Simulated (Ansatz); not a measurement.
Reaction (cleavage of the Si–Si bond): `[AlH2][SiH]([SiH3])[SiH3]` + `[OH][Ge][Cl]` → `[SiH3][O][Ge][Cl]` + `[AlH2][SiH2][SiH3]`

Computed with Ansatz on PBE0-D4/def2-TZVP structures; ΔE is electronic, products minus reactants. CBS: MP2 limit from def2 TZ/QZ plus the TZ coupled-cluster correction, frozen cores. For Ge outer-core shells are correlated without core-valence functions, which leaves a few kJ/mol of doubt a bond. Scalar relativity is left out up to krypton. One conformer a species, not always the lowest.

`[AlH2][SiH]([SiH3])[SiH3]`:

Z-matrix (Å, degrees):
```
Si
Si 1 2.340
Si 1 2.340 2 105.9
Al 1 2.439 2 110.1 3 119.0
H 1 1.493 2 108.6 3 -116.5
H 2 1.489 1 111.2 3 -179.8
H 2 1.488 1 111.3 3 59.3
H 2 1.488 1 109.0 3 -60.5
H 3 1.488 1 109.1 2 61.1
H 3 1.488 1 111.3 2 -58.7
H 3 1.489 1 111.2 2 -179.7
H 4 1.588 1 121.8 2 122.2
H 4 1.588 1 118.4 2 -57.8
```

`[OH][Ge][Cl]`:

```xyz
4

O    -0.604   -0.948    0.269
Ge    1.090   -0.455    0.105
Cl    0.762    1.657   -0.465
H    -1.248   -0.254    0.091
```

`[SiH3][O][Ge][Cl]`:

Z-matrix (Å, degrees):
```
Si
O 1 1.655
H 1 1.484 2 107.2
H 1 1.484 2 110.4 3 119.3
H 1 1.484 2 110.5 3 -119.3
Ge 2 1.768 1 138.4 3 179.8
Cl 6 2.210 2 99.4 1 0.0
```

`[AlH2][SiH2][SiH3]`:

Z-matrix (Å, degrees):
```
Si
Si 1 2.343
Al 1 2.447 2 109.6
H 1 1.492 2 107.4 3 -122.1
H 1 1.492 2 107.5 3 122.2
H 2 1.489 1 109.9 3 59.6
H 2 1.488 1 112.0 3 -179.7
H 2 1.489 1 109.9 3 -59.0
H 3 1.588 1 120.3 2 88.9
H 3 1.588 1 120.3 2 -88.4
```

| level | ΔE (kJ/mol) |
| --- | --- |
| HF/def2-TZVPP | -108.0 |
| CCSD/CBS(def2) | -82.5 |

Question: What does CCSD(T)/CBS give? (Estimate.)

Answer: The calculation gave: -78.1 kJ/mol. The listed levels differ from it by -29.9, -4.4 kJ/mol.

Largest T1 diagnostic among the species: 0.014.

From PBE to PBE0 (25 % exact exchange), in def2-TZVPP and without D4, ΔE moves by −7.4 kJ/mol. In def2-TZVPP, CCSD(T) changes the Hartree–Fock value by +29.3 kJ/mol (the triples alone add +4.4 kJ/mol) and MP2 by +25.9 kJ/mol.
